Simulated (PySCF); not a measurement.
**Two-component Hartree-Fock for Cr⁷⁺ (chromium, charge +7)**

Start: [Ne] 3s2 3p5; 3p1/2 filled at m_j = -1/2, +1/2; 3p3/2 filled at m_j = -1/2, +1/2, +3/2. Calculated with PySCF 2.14 in an uncontracted even-tempered set (20 s from 0.34 bohr⁻², ratio 2.4; 14 p from 0.45 bohr⁻², ratio 2.4; 5 d from 3.4 bohr⁻², ratio 2.6; 5 f from 5.1 bohr⁻², ratio 2.6): generalised Hartree-Fock with the X2C-1e Hamiltonian and a Gaussian nucleus; one run each with spin-orbit coupling (SO) switched off, then screened by Boettger's factors.

```
spinor shell  electrons  ε, spin-free (eV)  ε, screened SO (eV)  weight of nominal j (screened SO)  rms radius, screened SO (bohr)
       1s1/2          2            -6191.8              -6191.7                              1.000                          0.0734
       2s1/2          2            -874.26              -874.19                              1.000                           0.315
       2p1/2          2            -755.22              -761.63                              0.998                           0.284
       2p3/2          4            -755.22              -751.99                              0.999                           0.287
       3s1/2          2            -221.72              -221.70                              1.000                           0.887
       3p1/2          2            -185.77              -187.02                              0.760                           0.915
       3p3/2          3            -185.77              -185.06                              0.840                           0.919
```

```json
{"quantity": "E (hartree)", "spin-free": "-1034.35901", "screened SO": "-1034.38707"}
{"quantity": "M_J", "spin-free": "3/2", "screened SO": "3/2"}
{"quantity": "⟨J²⟩", "spin-free": "3.753", "screened SO": "3.753"}
{"quantity": "⟨L²⟩", "spin-free": "2.002", "screened SO": "2.003"}
{"quantity": "⟨S²⟩", "spin-free": "0.751", "screened SO": "0.751"}
```

Each row is a mean over spinors that exchange with the open shell spreads, by up to 6.569 eV (3s1/2).

Rows whose weight is well below 1 are mixtures of j = l ± 1/2: exchange outweighs spin-orbit coupling there, and the label is only the starting occupation.

Without spin-orbit coupling the j labels of p, d and f shells carry no meaning; the spin-free column gives the mean over the occupied spinors of each nl shell.
